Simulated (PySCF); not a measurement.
SiHF, SMILES F[SiH] (connectivity only; charge and spin as stated), neutral, multiplicity 1. Geometry: PBE0-D3(BJ)/def2-TZVPD. The isomer is the one that the SMILES or the coordinates give; other isomers of the formula were not compared.

TDDFT-CAM-B3LYP/def2-TZVPD run with PySCF puts the lowest singlet excitations at 2.93, 5.50, 6.61, 7.56, 7.76, 8.20 eV.

Problem. What are the lowest excitation roots from ADC(2)/aug-cc-pVDZ (PySCF 2.14.0)? (The exact figures need the calculation; the answer reports its results.)

Solution. 3.10, 5.73, 6.55, 7.44, 7.56, 7.76 eV. S1 differs by 0.17 eV (second minus first; roots are paired by order, and the bases may differ).
